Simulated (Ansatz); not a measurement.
Cost against result

The pair of K⁺ (SMILES [K+], atom 1) and AlCl₃ (SMILES Cl[Al](Cl)Cl, atoms 2–5), both closed shells, in one local arrangement (a lower one may exist), relaxed at PBE0-D4/def2-TZVP:

```xyz
5
angstrom
K 0.4563 1.0562 -2.8651
Cl 0.7794 1.5366 0.3315
Al -0.1271 -0.2938 0.7972
Cl -0.4241 -0.9921 2.6862
Cl -0.6845 -1.3069 -0.9498
```

Interaction energies are counterpoise-corrected; the time is that of the whole pair.

Computed with Ansatz 0.2.0 (basis: as named in each row); correlated methods freeze the cores. The outer core shell of Li, Na, Mg and K is correlated. The def2 sets are not built for correlating such inner shells, so the correlated values are less sure here. B3LYP uses VWN-RPA correlation. Extrapolation: Hartree–Fock as exp(−7.88 √X), correlation as X^−2.97.

Times are rough, for one single point on 4 threads of a shared host (Arm Neoverse V2).

The estimate by CCSD(T) at an estimated basis limit (MP2 extrapolated from triple and quadruple zeta, plus CCSD(T) − MP2 in triple zeta) is -12.47 kcal/mol.

```csv
method,basis,time (s),interaction energy (kcal/mol),method less estimate
HF,STO-3G,under 1,-10.33,2.14
PBE-D4,STO-3G,under 1,-16.27,-3.80
SPW92,def2-SVP,under 1,-14.60,-2.13
PBE-D4,def2-SVP,under 1,-12.97,-0.50
B3LYP-D4,6-31G,1,-9.38,3.09
PBE0-D4,def2-SVP,1,-12.54,-0.07
CCSD(T),def2-SVP,2,-10.98,1.49
PBE-D4,def2-TZVPPD,3,-12.54,-0.06
revPBE-D4,def2-TZVPPD,3,-11.42,1.05
BLYP-D4,def2-TZVPPD,4,-12.15,0.32
PBE0-D4,def2-TZVPPD,5,-12.32,0.16
HSE06-D4,def2-TZVPPD,5,-12.34,0.14
B3LYP-D4,def2-TZVPPD,5,-12.37,0.10
wB97M-V,def2-SVP,6,-13.14,-0.67
r2SCAN-D4,def2-TZVPPD,7,-12.01,0.46
B2PLYP,def2-TZVPPD,8,-11.26,1.21
wB97X-V,def2-TZVPPD,11,-12.28,0.19
B97M-V,def2-TZVPPD,12,-12.20,0.27
MP2,def2-QZVPPD,14,-12.26,0.21
wB97M-V,def2-TZVPPD,14,-12.40,0.07
CCSD(T),def2-TZVPPD,100,-11.12,1.35
```

No T1 diagnostic of these runs exceeds 0.010.
